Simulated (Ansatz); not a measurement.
B(AsH2)2(F) (As₂BFH₄), SMILES FB([AsH2])[AsH2].

Geometry optimised at B3LYP-D3(BJ)/def2-SVP. The structure was generated by enumeration, and PubChem lists no compound with its InChIKey, so it may never have been made.

Two levels are set side by side: PBE/def2-SVPD (Ansatz, an electronic-structure program) and CAM-B3LYP/def2-SVPD (Ansatz). Energy differences of separate SCF runs at the same geometry; the states with an electron removed or added have multiplicity 2 and 2. Differences are taken from unrounded values.

| quantity | CAM-B3LYP |
|---|---|
| vertical ionisation energy (eV) | 9.30 |
| vertical singlet–triplet gap (eV) | 3.88 |

Q: What does PBE give, and how far is it from CAM-B3LYP? (An estimate is asked for; the answer gives what the named calculation found.)

A: 
| quantity | PBE | PBE minus CAM-B3LYP |
|---|---|---|
| vertical ionisation energy (eV) | 8.88 | -0.42 |
| vertical singlet–triplet gap (eV) | 3.47 | -0.41 |
